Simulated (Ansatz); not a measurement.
Gas-phase reaction in SMILES: CC(C)CO + 4 [H][H] (H2) → 4 C (CH4) + O (H2O)
Geometries: B3LYP-D3(BJ)/def2-TZVP minima from Ansatz (an electronic-structure program), one conformer each, not searched for the lowest.

Property: energy of full hydrogenation (electronic energy difference), in kcal/mol. Valence correlation only, unless marked. No spin-orbit coupling. No relativistic terms. CBS marks a two-point X^-3 extrapolation of the correlation energy; Hartree-Fock from the larger set.

| level | program | energy of full hydrogenation (kcal/mol) |
|---|---|---|
| HF/6-31G* | Ansatz | -87.2 |
| r2SCAN-D4/def2-TZVPD | Ansatz + dftd4 | -73.5 |

### Question
Predict the CCSD(T)/CBS(cc-pVTZ,cc-pVQZ) result (Ansatz).

### Answer
-74.1 kcal/mol, so r2SCAN-D4/def2-TZVPD differs from it by 0.6 kcal/mol.
